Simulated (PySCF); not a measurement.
Si(Cl)(F)2(SMe) (CH₃ClF₂SSi), SMILES CS[Si](F)(F)Cl.

Geometry: ωB97X-D3(BJ)/def2-SVP. The structure was generated by enumeration, and PubChem lists no compound with its InChIKey, so it may never have been made. One conformer was computed; it need not be the lowest.

All values below come from PBE/def2-TZVP (PySCF).

Computed frontier levels, gap, dipole moment and polarisability:
* **highest occupied level**: -6.53 eV
* **lowest empty level**: -1.34 eV
* **orbital gap**: 5.19 eV
* **dipole moment**: 2.51 D
* **quadrupole, principal values (traceless, Buckingham form, about the centre of nuclear charge)**: -4.23, -1.96, 6.19 D·Å
* **mean static polarisability**: 65.1 bohr³ (9.65 Å³)
* **polarisability, principal values**: 53.6, 65.9, 75.8 bohr³
